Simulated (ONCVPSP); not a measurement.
Reading a pseudo-wave (tantalum)

Columns: radius, all-electron u(r) and pseudo u(r) of the 5p shell (level -46.62 eV) of tantalum in the configuration [Kr] 4d10 4f14 5s2 5p6 5d3 6s1; PBE, scalar-relativistic, ONCV scheme, ONCVPSP 4.0.1.

| r (bohr) | all-electron | pseudo |
| --- | --- | --- |
| 0.098 | 0.1476 | 0.0153 |
| 0.195 | 0.2208 | 0.0600 |
| 0.292 | -0.3188 | 0.1331 |
| 0.390 | -0.5230 | 0.2331 |
| 0.488 | -0.3406 | 0.3541 |
| 0.585 | 0.0048 | 0.4867 |
| 0.682 | 0.3564 | 0.6217 |
| 0.780 | 0.6442 | 0.7490 |
| 0.878 | 0.8445 | 0.8559 |
| 0.975 | 0.9620 | 0.9329 |
| 1.072 | 1.0139 | 0.9765 |
| 1.170 | 1.0161 | 0.9861 |
| 1.268 | 0.9831 | 0.9645 |
| 1.365 | 0.9278 | 0.9187 |
| 1.463 | 0.8586 | 0.8552 |
| 1.560 | 0.7838 | 0.7829 |
| 1.658 | 0.7067 | 0.7065 |
| 1.755 | 0.6321 | 0.6321 |
| 1.852 | 0.5613 | 0.5613 |
| 1.950 | 0.4949 | 0.4948 |
| 2.047 | 0.4347 | 0.4346 |
| 2.145 | 0.3797 | 0.3796 |
| 2.242 | 0.3310 | 0.3309 |
| 2.340 | 0.2872 | 0.2872 |
| 2.438 | 0.2486 | 0.2486 |
| 2.535 | 0.2150 | 0.2150 |

(1) How many radial nodes do the two functions have?

(2) At about which radius was the pseudo-wave matched?

(3) Where does each function peak?

(4) Is the pseudo-wave norm-conserving?

Results:

(1) The all-electron 5p function has n − l − 1 = 3 (the table is too coarse to show those close to the nucleus); the pseudo-wave has 0, since the states of the same l below it are removed with the core.

(2) 1.95 bohr. The columns agree to 0.0005 from 1.66 bohr on; several derivatives are matched, so the curves merge somewhat inside the radius.

(3) Outermost all-electron maximum near 1.17 bohr, pseudo maximum near 1.17 bohr (to the table’s step).

(4) Yes: the ONCV scheme keeps the norm inside the radius equal to the all-electron one, which fixes the energy derivative of the logarithmic derivative at the level.
